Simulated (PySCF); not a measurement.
Compound: C₈H₇F₃.
SMILES with atom numbers: `[F:1][C:2]([F:3])([F:4])[C@:5]12[CH2:6][C@H:7]3[C@@H:8]4[C@H:9]3[C@H:10]1[C@H:11]24` (hydrogens: H12, H13 on C6; H14 on C7; H15 on C8; H16 on C9; H17 on C10; H18 on C11)

Computed with PySCF 2.14.0, PBE0-D3(BJ)/def2-SVP geometry optimisation, gas phase.

Entries marked ? are missing. Bonds in one row agree within 0.01 Å.

| coordinate | value |
| --- | --- |
| F1–C2, C2–F3, C2–F4 | ? |
| C2–C5 | ? |
| C5–C6 | 1.509 Å |
| C6–C7 | 1.507 Å |
| C7–C8, C7–C9 | ? |
| C8–C9 | 1.509 Å |
| C10–C11 | 1.503 Å |
| C5–C10, C5–C11 | 1.511 Å |
| C8–C11, C9–C10 | 1.539 Å |
| C6–H12, C6–H13 | 1.101 Å |
| C7–H14 | 1.092 Å |
| C8–H15, C9–H16 | 1.090 Å |
| C10–H17, C11–H18 | 1.090 Å |
| F1–C2–F3 | 106.9° |
| F1–C2–C5 | 111.6° |
| C2–C5–C6 | 120.5° |
| C2–C5–C10 | 119.8° |
| C6–C5–C10 | ? |
| C10–C5–C11 | 59.6° |
| C5–C6–C7 | 98.2° |
| C6–C7–C8 | ? |
| C8–C7–C9 | 60.0° |
| C7–C8–C9 | 60.0° |
| C7–C8–C11 | 104.6° |
| C9–C8–C11 | 89.9° |
| C9–C10–C11 | 90.1° |
| C5–C10–C9 | 103.8° |
| C5–C10–C11 | ? |

Problem. Fill in the missing values.

Solution. 
- F1–C2, C2–F3, C2–F4 = 1.339 Å, drawn single (fluorine of a CF3 group to CF3 carbon); 0.01 Å above the sum of covalent radii, 1.33 Å.
- C2–C5 = 1.489 Å, drawn single (CF3 carbon to sp3 carbon at a ring junction); 0.03 Å below the sum of covalent radii, 1.52 Å.
- C7–C8, C7–C9 = 1.509 Å, drawn single (both ends sp3 carbon at a ring junction); 0.01 Å below the sum of covalent radii, 1.52 Å.
- C6–C5–C10 = 111.2°, at the sp3 carbon at a ring junction, inside a 5-membered ring; the outer atoms are 2.492 Å apart.
- C6–C7–C8 = 110.8°, at the sp3 carbon at a ring junction, inside a 5-membered ring; the outer atoms are 2.483 Å apart.
- C5–C10–C11 = 60.2°, at the sp3 carbon at a ring junction, inside a 3-membered ring; the outer atoms are 1.512 Å apart.

Radii are Cordero's, carbon taken as 0.76, 0.73 or 0.69 Å for four, three, and two or fewer neighbours.

Stationary, but not proved a minimum.
